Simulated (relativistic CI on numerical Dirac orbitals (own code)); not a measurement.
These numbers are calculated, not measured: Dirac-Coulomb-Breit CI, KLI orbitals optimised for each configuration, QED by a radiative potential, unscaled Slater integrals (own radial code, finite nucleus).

Configuration list (outside the closed core 1s2): 2s2 2p6, 2s2 2p5 3s, 2s2 2p5 3p, 2s2 2p5 3d, 2s 2p6 3s, 2s 2p6 3p, 2s2 2p5 4s, 2s2 2p5 4p, 2s 2p6 3d, 2s2 2p5 4d, 2s2 2p5 4f, 2s2 2p5 5s, 2s2 2p5 5p, 2s2 2p4 3s2, 2s2 2p5 5d, 2s2 2p5 5f, 2s2 2p5 5g, 2s2 2p4 3s 3p, 2s 2p6 4s, 2s 2p6 4p, 2s2 2p4 3p2, 2s2 2p4 3s 3d, 2s 2p6 4d, 2s 2p6 4f, 2s2 2p4 3p 3d, 2s 2p5 3s2, 2s 2p6 5s, 2s2 2p4 3d2, 2s 2p5 3s 3p, 2s 2p6 5p, 2s 2p6 5d, 2s 2p6 5f, 2s 2p6 5g, 2s 2p5 3p2, 2s 2p5 3s 3d, 2s 2p5 3p 3d. Levels of other configurations are missing.

At this charge energies of transitions that change n are usually good to better than 1 %, and those within a shell (Δn = 0) to a few per cent.

Outline of the computed level scheme of Ca XI. Lowest level of each configuration: 2s2 2p6 1S_0 at 0.000 eV; 2s2 2p5 3s 3P°_2 at 346.453 eV; 2s2 2p5 3p 3S_1 at 365.199 eV; 2s2 2p5 3d 3P°_0 at 395.579 eV; 2s 2p6 3s 3S_1 at 437.351 eV; 2s 2p6 3p 3P°_0 at 458.637 eV; 2s2 2p5 4s 3P°_2 at 464.593 eV; 2s2 2p5 4p 3S_1 at 471.905 eV.

Some strong electric-dipole decays among the lowest 45 levels: 2s2 2p5 3d 1P°_1 → 2s2 2p6 1S_0 (5.6e+12 s⁻¹); 2s 2p6 3p 1P°_1 → 2s2 2p6 1S_0 (9.6e+11 s⁻¹); 2s2 2p5 3d 3D°_1 → 2s2 2p6 1S_0 (4.2e+11 s⁻¹); 2s2 2p5 3s 1P°_1 → 2s2 2p6 1S_0 (2.8e+11 s⁻¹); 2s2 2p5 3s 3P°_1 → 2s2 2p6 1S_0 (1.7e+11 s⁻¹); 2s 2p6 3p 3P°_2 → 2s2 2p5 3p 3D_3 (6.1e+10 s⁻¹); 2s 2p6 3s 3S_1 → 2s2 2p5 3s 3P°_2 (5.1e+10 s⁻¹); 2s2 2p5 4s 1P°_1 → 2s2 2p6 1S_0 (4.1e+10 s⁻¹).

LS names give the leading component of a level, which can be under half, so a name can repeat, a term be missing and a line seem to break the LS rules.
